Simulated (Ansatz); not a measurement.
Harmonic frequencies (cm⁻¹) at PBE0-D4/def2-TZVP from Ansatz: 109, 165, 179, 257, 373, 438, 571, 624, 721, 732, 826, 992, 1597, 1932, 1962, 2152, 3545, 3639.

Each molecule was computed in one conformer, which needn't be the lowest.

(1) Which molecule is it?
A. `[NH2][GaH][AsH2]`
B. `N[AsH][GaH2]`
C. `N#C[SiH2][GaH2]`
D. `C1[CH2][Zn][O]1`

## Answers

(1) B.
